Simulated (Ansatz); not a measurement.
System: sum formula AlNO2H4 (charge 0, singlet). SMILES: [NH2][Al]([OH])[OH]
Coordinates optimised at B3LYP-D3(BJ)/def2-TZVP (Ansatz, a first-principles code):
```
Al
O 1 1.6957
H 2 0.9575 1 122.75
O 1 1.6989 2 118.86 3 0.00
H 4 0.9568 1 125.27 2 180.00
N 1 1.7629 2 117.55 3 180.00
H 6 1.0063 1 125.88 2 180.00
H 6 1.0075 7 110.53 1 180.00
```
Charge 0, spin multiplicity 1.

Wanted: atomisation energy (electronic, to ground-state atoms), in kcal/mol. Valence correlation only, unless marked. UHF or UKS for open shells. Spin-orbit coupling is left out. No relativistic terms. The coupled-cluster limit lacks core correlation, which all-electron functionals hold. Basis-set limits of correlation are two-point, X^-3; Hartree-Fock from the larger set. [CCSD(T)-MP2]/basis is that difference in the basis named.

```
level                                                                      program  atomisation energy (kcal/mol)  minus last row
-------------------------------------------------------------------------  -------  -----------------------------  --------------
HF/aug-cc-pV(D+d)Z                                                          Ansatz                          482.4          -243.3
PBE0/STO-3G                                                                 Ansatz                          731.8             6.1
CAM-B3LYP/def2-TZVPD                                                        Ansatz                          720.3            -5.4
PBE-QIDH/def2-TZVPD                                                         Ansatz                          703.0           -22.7
MP2/STO-3G                                                                  Ansatz                          578.4          -147.3
MP2/CBS(cc-pV(T+d)Z,cc-pV(Q+d)Z)                                            Ansatz                          746.3            20.6
SCS-MP2/cc-pV(D+d)Z                                                         Ansatz                          654.3           -71.4
CCSD/aug-cc-pV(D+d)Z                                                        Ansatz                          658.4           -67.3
RI-MP2/CBS(aug-cc-pV(T+d)Z,aug-cc-pV(Q+d)Z)+[CCSD(T)-MP2]/aug-cc-pV(D+d)Z   Ansatz                          724.7            -1.0
CCSD(T)/CBS(aug-cc-pV(T+d)Z,aug-cc-pV(Q+d)Z)                                Ansatz                          725.7             0.0
```
